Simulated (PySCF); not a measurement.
A calculated (M06-2X, PySCF 2.14, cc-pVDZ, the non-relativistic Hamiltonian (point nucleus)) atom or ion has these occupied shells.

```csv
shell,electrons,orbital energy (eV),"rms radius, mean of both spins (bohr)"
1s α,1,-5401.9,0.0776
1s β,1,-5401.9,0.0776
2s α,1,-620.43,0.336
2s β,1,-619.19,0.336
2p α,3,-524.84,0.304
2p β,3,-523.73,0.304
3s α,1,-78.852,1.03
3s β,1,-75.453,1.03
3p α,3,-51.507,1.11
3p β,3,-47.384,1.11
3d α,3,-10.213,1.54
4s α,1,-5.770,3.73
4s β,1,-5.627,3.73
```

**Question.** Name the element and its charge.

**Answer.** V (vanadium, neutral), in [Ar] 3d3 4s2, high-spin 4F determinant.
